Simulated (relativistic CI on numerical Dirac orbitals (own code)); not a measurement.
Electric-dipole transitions in Eu²³⁺

Computed by Dirac-Coulomb-Breit CI, orbitals from a KLI potential per configuration, model QED (radiative potential, 1s self-energy scaled to tabulated hydrogen-like ionisation energies), unscaled Slater integrals (own radial code, finite nucleus).

CI space (outside the closed core [Ar] 3d10): 4s²4p⁶4d⁴, 4s²4p⁵4d⁵, 4s²4p⁶4d³4f, 4s4p⁶4d⁵, 4s4p⁶4d⁴4f, 4s²4p⁶4d³5s, 4s²4p⁶4d³5p, 4s²4p⁶4d²4f5s, 4s²4p⁶4d³5d, 4s²4p⁶4d²5s5p, 4s²4p⁶4d³6s, 4p⁶4d⁶, 4p⁵4d⁷, 4s²4p⁶4d²5s², 4s²4p⁶4d4f5s², 4s4p⁶4d²4f5s², 4s²4p⁶4d5s²5p. Double excitations out of closed p, d and f shells are left out; levels of such configurations are missing from the list, as are those of other unlisted configurations, and high levels can miss mixing partners.

| λ vac (Å) | Lower | Upper | A (s⁻¹) | E lower (cm⁻¹) | E upper (cm⁻¹) |
| --- | --- | --- | --- | --- | --- |
| 83.685 | 4s²4p⁶4d⁴ ³F4 [4] | 4s²4p⁶4d³4f ³G°5 [196] | 8.70e+09 | 66778 | 1261730 |
| 86.181 | 4s²4p⁶4d⁴ ³H4 [7] | 4s²4p⁶4d³4f ³G°5 [196] | 1.62e+10 | 101376 | 1261730 |
| 86.496 | 4s²4p⁶4d⁴ ³F4 [4] | 4s²4p⁶4d³4f ³G°4 [164] | 1.05e+10 | 66778 | 1222895 |
| 87.594 | 4s²4p⁶4d⁴ ³H5 [10] | 4s²4p⁶4d³4f ³G°5 [196] | 1.44e+10 | 120103 | 1261730 |
| 88.292 | 4s²4p⁶4d⁴ ³H5 [10] | 4s²4p⁶4d³4f ³F°4 [191] | 1.77e+10 | 120103 | 1252702 |
| 90.969 | 4s²4p⁶4d⁴ ⁵D1 [2] | 4s²4p⁵4d⁵ ³D°1 [98] | 2.12e+10 | 34261 | 1133541 |
| 91.466 | 4s²4p⁶4d⁴ ³H6 [12] | 4s²4p⁵4d⁵ ³G°5 [162] | 1.53e+10 | 128497 | 1221800 |
| 92.337 | 4s²4p⁶4d⁴ ³G3 [8] | 4s²4p⁶4d³4f ⁵G°2 [138] | 3.04e+10 | 110214 | 1193207 |
| 92.769 | 4s²4p⁶4d⁴ ⁵D2 [3] | 4s²4p⁵4d⁵ ³D°1 [98] | 2.53e+10 | 55595 | 1133541 |
| 92.853 | 4s²4p⁶4d⁴ ³F2 [9] | 4s²4p⁵4d⁵ ³P°1 [134] | 2.99e+10 | 111275 | 1188247 |
| 93.219 | 4s²4p⁶4d⁴ ³H5 [10] | 4s²4p⁵4d⁵ ³F°4 [137] | 1.45e+10 | 120103 | 1192849 |
| 93.797 | 4s²4p⁶4d⁴ ³H4 [7] | 4s²4p⁵4d⁵ ³F°3 [119] | 1.88e+10 | 101376 | 1167505 |
| 93.824 | 4s²4p⁶4d⁴ ¹I6 [21] | 4s²4p⁶4d³4f ³I°5 [190] | 1.97e+10 | 185437 | 1251259 |
| 93.957 | 4s²4p⁶4d⁴ ³G5 [19] | 4s²4p⁶4d³4f ⁵F°4 [186] | 2.35e+10 | 180145 | 1244463 |
| 94.306 | 4s²4p⁶4d⁴ ³H5 [10] | 4s²4p⁶4d³4f ³F°4 [130] | 2.98e+10 | 120103 | 1180480 |
| 94.395 | 4s²4p⁶4d⁴ ³H6 [12] | 4s²4p⁶4d³4f ⁵I°5 [133] | 3.78e+10 | 128497 | 1187870 |
| 94.900 | 4s²4p⁶4d⁴ ³F4 [16] | 4s²4p⁵4d⁵ ³G°3 [150] | 2.15e+10 | 156726 | 1210472 |
| 95.710 | 4s²4p⁶4d⁴ ⁵D3 [5] | 4s²4p⁵4d⁵ ³D°2 [87] | 2.22e+10 | 67204 | 1112030 |
| 95.727 | 4s²4p⁶4d⁴ ³F4 [4] | 4s²4p⁵4d⁵ ⁵D°3 [86] | 1.38e+10 | 66778 | 1111411 |
| 96.390 | 4s²4p⁶4d⁴ ⁵D3 [5] | 4s²4p⁵4d⁵ ³G°3 [82] | 1.06e+10 | 67204 | 1104661 |
| 96.636 | 4s²4p⁶4d⁴ ³F4 [4] | 4s²4p⁵4d⁵ ³F°4 [78] | 2.11e+10 | 66778 | 1101586 |
| 96.848 | 4s²4p⁶4d⁴ ³H5 [10] | 4s²4p⁵4d⁵ ³H°5 [108] | 3.94e+10 | 120103 | 1152652 |
| 97.023 | 4s²4p⁶4d⁴ ⁵D1 [2] | 4s²4p⁵4d⁵ ⁵D°1 [58] | 1.92e+10 | 34261 | 1064942 |
| 97.150 | 4s²4p⁶4d⁴ ⁵D1 [2] | 4s²4p⁵4d⁵ ⁵D°0 [57] | 5.47e+10 | 34261 | 1063600 |
| 97.157 | 4s²4p⁶4d⁴ ⁵D3 [5] | 4s²4p⁵4d⁵ ⁵D°2 [75] | 2.00e+10 | 67204 | 1096470 |
| 97.408 | 4s²4p⁶4d⁴ ³H4 [7] | 4s²4p⁵4d⁵ ³G°4 [96] | 1.16e+10 | 101376 | 1127987 |
| 97.440 | 4s²4p⁶4d⁴ ³F4 [4] | 4s²4p⁵4d⁵ ⁵P°3 [74] | 3.54e+10 | 66778 | 1093051 |
| 97.779 | 4s²4p⁶4d⁴ ¹I6 [21] | 4s²4p⁶4d³4f ⁵I°6 [148] | 1.45e+10 | 185437 | 1208153 |
| 97.793 | 4s²4p⁶4d⁴ ³F4 [4] | 4s²4p⁵4d⁵ ³H°4 [71] | 1.91e+10 | 66778 | 1089345 |
| 97.795 | 4s²4p⁶4d⁴ ³P0 [1] | 4s²4p⁵4d⁵ ⁵F°1 [45] | 4.15e+10 | 0 | 1022551 |
| 97.928 | 4s²4p⁶4d⁴ ³H4 [7] | 4s²4p⁵4d⁵ ³F°4 [92] | 8.27e+09 | 101376 | 1122539 |
| 98.058 | 4s²4p⁶4d⁴ ³F4 [16] | 4s²4p⁵4d⁵ ³F°4 [126] | 1.27e+10 | 156726 | 1176526 |
| 98.148 | 4s²4p⁶4d⁴ ³H6 [12] | 4s²4p⁵4d⁵ ³H°6 [106] | 3.85e+10 | 128497 | 1147362 |
| 98.640 | 4s²4p⁶4d⁴ ³F4 [22] | 4s²4p⁵4d⁵ ³F°4 [145] | 1.88e+10 | 190198 | 1203989 |
| 98.692 | 4s²4p⁶4d⁴ ³G3 [8] | 4s²4p⁵4d⁵ ³G°3 [93] | 1.87e+10 | 110214 | 1123462 |
| 99.040 | 4s²4p⁶4d⁴ ⁵D2 [3] | 4s²4p⁵4d⁵ ⁵F°3 [59] | 1.17e+10 | 55595 | 1065291 |
| 99.460 | 4s²4p⁶4d⁴ ⁵D2 [3] | 4s²4p⁵4d⁵ ⁵F°2 [55] | 1.70e+10 | 55595 | 1061025 |
| 99.777 | 4s²4p⁶4d⁴ ³G4 [13] | 4s²4p⁵4d⁵ ³G°4 [101] | 1.10e+10 | 137351 | 1139585 |
| 99.814 | 4s²4p⁶4d⁴ ³G5 [19] | 4s²4p⁵4d⁵ ³G°5 [131] | 2.61e+10 | 180145 | 1182012 |
| 100.19 | 4s²4p⁶4d⁴ ⁵D3 [5] | 4s²4p⁵4d⁵ ⁵F°3 [59] | 1.91e+10 | 67204 | 1065291 |
| 100.39 | 4s²4p⁶4d⁴ ⁵D1 [2] | 4s²4p⁵4d⁵ ⁵D°2 [47] | 1.08e+10 | 34261 | 1030345 |
| 100.63 | 4s²4p⁶4d⁴ ³F4 [4] | 4s²4p⁵4d⁵ ³G°5 [54] | 9.74e+09 | 66778 | 1060543 |
| 100.98 | 4s²4p⁶4d⁴ ³H6 [12] | 4s²4p⁵4d⁵ ³I°7 [90] | 1.35e+10 | 128497 | 1118775 |
| 102.62 | 4s²4p⁶4d⁴ ³F4 [4] | 4s²4p⁵4d⁵ ⁵F°5 [49] | 6.42e+09 | 66778 | 1041246 |
| 102.74 | 4s²4p⁶4d⁴ ³G3 [8] | 4s²4p⁵4d⁵ ³F°4 [67] | 7.95e+09 | 110214 | 1083532 |

Terms are leading LS components. Brackets give the number of a level in order of energy, since labels repeat. The list gives strong lines, with weight on those to low levels, without lines whose two gauges differ by over a factor of 2.5, among the lowest 200 of 2173 levels, so that lines to higher ones, which can be the strongest, are missing. Levels whose partners in the same complex of configurations lie outside the list can be far off, and so can their lines. Rates are taken at the computed energies, electric ones in the length gauge.

At this charge energies of transitions that change n are usually good to better than 1 %, and those within a shell (Δn = 0) to a few per cent. Terms inside the open d or f shell come out 10 to 20 % too wide with unscaled integrals.

LS names give the leading component of a level, which can be under half, so a name can repeat, a term be missing and a line seem to break the LS rules.
